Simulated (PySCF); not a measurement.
# Electron correlation in In⁺ (indium, charge +1)

[Kr] 4d10 5s2, closed-shell 1S. Computed with PySCF 2.14 in aug-cc-pwCVTZ-DK3, with scalar relativity by spin-free X2C-1e. Frozen: [Kr] 4d10; 2 electrons correlated.

With two correlated electrons CCSD is exact within the correlated space (frozen core and kept virtual orbitals).

```tsv
level	correlation energy (mhartree)
CCSD	-33.01
```

Diagnostics: T1 = 0.0065, D1 = 0.0093, largest double amplitude 0.095.

Cost of the coupled-cluster step: about 6 core-seconds, for 2 correlated electrons.

Iterations:

```
CC2 = 0
CCSD nocc = 1, nmo = 86
frozen orbitals [0, 1, 2, 3, 4, 5, 6, 7, 8, 9, 10, 11, 12, 13, 14, 15, 16, 17, 18, 19, 20, 21, 22]
max_cycle = 100
direct = 0
conv_tol = 1e-08
conv_tol_normt = 1e-06
diis_space = 8
diis_start_cycle = 0
Init t2, MP2 energy = -5877.87139741044  E_corr(MP2) -0.0239456153623073
Init E_corr(CCSD) = -0.0239456153665626
cycle = 1  E_corr(CCSD) = -0.029234257070621  dE = -0.0052886417  norm(t1,t2) = 0.0413567
cycle = 2  E_corr(CCSD) = -0.0313758075592124  dE = -0.00214155049  norm(t1,t2) = 0.0183828
cycle = 3  E_corr(CCSD) = -0.0330336577982617  dE = -0.00165785024  norm(t1,t2) = 0.00835195
cycle = 4  E_corr(CCSD) = -0.0330131980590605  dE = 2.04597392e-05  norm(t1,t2) = 0.000299182
cycle = 5  E_corr(CCSD) = -0.0330153244565499  dE = -2.12639749e-06  norm(t1,t2) = 3.45833e-05
cycle = 6  E_corr(CCSD) = -0.0330141442856402  dE = 1.18017091e-06  norm(t1,t2) = 7.22668e-06
cycle = 7  E_corr(CCSD) = -0.0330140819544694  dE = 6.23311708e-08  norm(t1,t2) = 1.07498e-06
cycle = 8  E_corr(CCSD) = -0.0330141169312019  dE = -3.49767325e-08  norm(t1,t2) = 1.68493e-07
cycle = 9  E_corr(CCSD) = -0.0330141138802168  dE = 3.05098505e-09  norm(t1,t2) = 2.94795e-08
CCSD converged
E(CCSD) = -5877.880465908956  E_corr = -0.03301411388021684
```
